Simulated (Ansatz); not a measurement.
One change: `[OH][Hf]([F])([Cl])[Br]` becomes `[NH2][Hf]([OH])([F])[Cl]`.

Ansatz, PBE0-D4/def2-TZVP geometries, multiplicity 1. Each molecule was computed in one conformer, which needn't be the lowest.

Elements past krypton have def2 core potentials. Scalar relativity is left out up to krypton. Spin–orbit coupling is left out; it splits and shifts lone-pair levels of the heavy atoms by tenths of an eV.

```tsv
property	`[OH][Hf]([F])([Cl])[Br]`
LUMO energy (B3LYP/def2-TZVPP) / eV	-1.50
LUMO energy (ωB97M-V/def2-TZVPP) / eV	0.75
size of the dipole moment (B3LYP/def2-TZVPP) / D	2.81
HOMO–LUMO gap (PBE0/def2-TZVPP) / eV	7.54
HOMO–LUMO gap (B3LYP/def2-TZVPP) / eV	7.05
size of the dipole moment (ωB97M-V/def2-TZVPP) / D	2.87
```

Q: What does the change do to each property? (Best estimate.)

A: Ansatz gave: 
```tsv
property	`[NH2][Hf]([OH])([F])[Cl]`	shift
LUMO energy (B3LYP/def2-TZVPP) / eV	-0.64	0.86
LUMO energy (ωB97M-V/def2-TZVPP) / eV	0.88	0.13
size of the dipole moment (B3LYP/def2-TZVPP) / D	3.08	0.27
HOMO–LUMO gap (PBE0/def2-TZVPP) / eV	7.47	-0.07
HOMO–LUMO gap (B3LYP/def2-TZVPP) / eV	6.91	-0.14
size of the dipole moment (ωB97M-V/def2-TZVPP) / D	3.08	0.21
```

With PBE0 the HOMO rises by 1.02 eV and the LUMO rises by 0.96 eV, so the gap narrows by about 0.06 eV. PBE moves the HOMO by 1.13 eV and ωB97M-V by 0.87 eV. The zero-point energy changes by 62.3 kJ/mol with +6 modes. Dipoles are sizes alone; their direction can turn.

B3LYP here is the variant with VWN-RPA as its local correlation; programs differ in this.
